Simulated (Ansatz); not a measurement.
`C=CS[Si](O)(O)O` → 2 C• + 6 H• + 3 O• + S• + Si•  (atomization)

Computed with Ansatz on PBE0-D4/def2-TZVP structures; ΔE is electronic, products minus reactants. CCSD(T)/CBS is the MP2 limit (def2-TZVPP, def2-QZVPP) plus CCSD(T) − MP2 in def2-TZVPP, frozen cores. This one scheme is used for every species, atoms too. DFT in def2-TZVPP. B3LYP here is the variant with VWN-RPA as its local correlation; programs differ in this. No spin–orbit coupling; open shells (•) take unrestricted orbitals. Spin–orbit coupling would lower the free atoms: a little for C, O, S, Si. Each species was taken in one conformer, which may not be the lowest.

| level | ΔE (eV) | difference from CCSD(T)/CBS |
| --- | --- | --- |
| PBE-D4 | 56.55 | 0.99 |
| r2SCAN-D4 | 55.58 | 0.02 |
| PBE0-D4 | 55.20 | -0.36 |
| B3LYP-D4 | 55.09 | -0.47 |
| ωB97X-V | 55.39 | -0.17 |
| ωB97M-V | 55.58 | 0.02 |
| B2PLYP | 54.62 | -0.94 |
| PBE | 56.16 | 0.60 |
| r2SCAN | 55.48 | -0.08 |
| PBE0 | 54.87 | -0.69 |
| B3LYP | 54.46 | -1.10 |
| HF/def2-TZVPP | 39.03 | -16.53 |
| MP2/def2-TZVPP | 55.41 | -0.15 |
| SCS-MP2/def2-TZVPP | 54.72 | -0.84 |
| CCSD/def2-TZVPP | 52.80 | -2.76 |
| CCSD(T)/def2-TZVPP | 53.82 | -1.74 |
| HF/def2-QZVPP | 39.13 | -16.43 |
| MP2/def2-QZVPP | 56.45 | 0.89 |
| SCS-MP2/def2-QZVPP | 55.87 | 0.31 |
| HF/CBS(def2) | 39.15 | -16.41 |
| MP2/CBS(def2) | 57.15 | 1.59 |
| CCSD/CBS(def2) | 54.54 | -1.02 |
| CCSD(T)/CBS | 55.56 | 0 |

Largest T1 diagnostic among the species: 0.012.

In def2-TZVPP, CCSD(T) changes the Hartree–Fock value by +14.79 eV (the triples alone add +1.02 eV) and MP2 by +16.38 eV; breaking electron pairs costs correlation energy, which Hartree–Fock lacks. The D4 term adds +0.63 eV with B3LYP and +0.33 eV with PBE0; it sums over pairs of atoms, weighted by their polarisabilities, and B3LYP, whose exchange is more repulsive, gets the larger term. From PBE to PBE0 (25 % exact exchange), in def2-TZVPP and without D4, ΔE moves by −1.29 eV: exact exchange takes away binding that semilocal exchange gives to molecules.

For atomizations the MP2-based limit and the directly extrapolated one differ by several kJ/mol either way, and by 10 to 25 for some Ge, Se and Sn compounds, so smaller differences from it don't rank the levels.
